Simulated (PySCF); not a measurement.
## Deuteron quadrupole couplings in `C=C/C(CC)=C(/C)SC`

Compound: C₈H₁₄S.
Atom-mapped SMILES: `[CH2:1]=[CH:2]/[C:3]([CH2:4][CH3:5])=[C:6](/[CH3:7])[S:8][CH3:9]` (hydrogens: H10, H11 on C1; H12 on C2; H13, H14 on C4; H15, H16, H17 on C5; H18, H19, H20 on C7; H21, H22, H23 on C9)

Cartesian coordinates in Å at the GFN2-xTB level; atoms count from 1:
```
atom  x, y, z in Å
C1    -2.4527    1.3947    1.2779
C2    -1.2777    1.3601    0.6555
C3    -0.7119    0.2541   -0.0970
C4    -1.5022   -1.0288   -0.1587
C5    -1.1619   -1.9367    1.0234
C6     0.5069    0.3584   -0.6655
C7     1.2107   -0.7185   -1.4286
S8     1.3932    1.9039   -0.6078
C9     3.1154    1.3552   -0.3809
H10   -3.1565    0.5801    1.2734
H11   -2.7583    2.2708    1.8241
H12   -0.6458    2.2366    0.7111
H13   -1.3088   -1.5607   -1.0907
H14   -2.5662   -0.7943   -0.1407
H15   -0.1128   -2.2220    0.9942
H16   -1.3500   -1.4201    1.9615
H17   -1.7664   -2.8407    0.9955
H18    1.7292   -0.2942   -2.2872
H19    1.9461   -1.2232   -0.8001
H20    0.5153   -1.4698   -1.7918
H21    3.1697    0.6738    0.4621
H22    3.6789    2.2569   -0.1630
H23    3.5011    0.8914   -1.2835
```

Level: PBE0/pcSseg-1 (PySCF, non-relativistic); Q(2H) = 0.00286 b; rigid geometry, the same for H and D, with no vibrational averaging.

Question: Rank these positions by the coupling χzz of a deuteron there, largest first.
A. H18 (methyl hydrogen)
B. H11 (vinylic hydrogen)
C. H23 (methyl hydrogen)

Answer: B (227 kHz), C (212 kHz), A (208 kHz).

Question: Tabulate Vzz, the asymmetry η and χzz = 234.96 MHz × Q × Vzz for every hydrogen position.

Answer: 
| atom | bonded to | bond length (Å) | Vzz (au) | η | χzz (kHz) |
| --- | --- | --- | --- | --- | --- |
| H10 | C1 | 1.077 | 0.3390 | 0.06 | 228 |
| H11 | C1 | 1.077 | 0.3384 | 0.05 | 227 |
| H12 | C2 | 1.082 | 0.3131 | 0.09 | 210 |
| H13 | C4 | 1.090 | 0.3078 | 0.02 | 207 |
| H14 | C4 | 1.090 | 0.3064 | 0.02 | 206 |
| H15 | C5 | 1.088 | 0.3157 | 0.03 | 212 |
| H16 | C5 | 1.087 | 0.3132 | 0.02 | 210 |
| H17 | C5 | 1.088 | 0.3159 | 0.02 | 212 |
| H18 | C7 | 1.089 | 0.3090 | 0.03 | 208 |
| H19 | C7 | 1.091 | 0.3089 | 0.02 | 208 |
| H20 | C7 | 1.086 | 0.3173 | 0.03 | 213 |
| H21 | C9 | 1.085 | 0.3160 | 0.02 | 212 |
| H22 | C9 | 1.085 | 0.3168 | 0.04 | 213 |
| H23 | C9 | 1.086 | 0.3154 | 0.03 | 212 |

Question: How does χzz go with the bond length over the 14 C–H bonds?

Answer: A straight-line fit has a slope of -13.6 kHz for each 0.01 Å, with a correlation coefficient of -0.92, over lengths from 1.077 to 1.091 Å. The longer bonds have the smaller couplings here.

Question: A static deuteron (I = 1) shows a doublet split by (3/2)χ, (3/4)χ(1 + η) and (3/4)χ(1 − η) with the field along z, y and x of the gradient. What are these for H14?

Answer: With |χ| = 205.9 kHz and η = 0.018: 309, 157 and 152 kHz, to first order and without motion.

Geometry: GFN2-xTB, one conformer, isolated molecule. GFN2-xTB bond lengths can be off by several hundredths of an ångström, more for odd bonds, and the gradients follow them. With a basis this small, the couplings can be 20 % off.
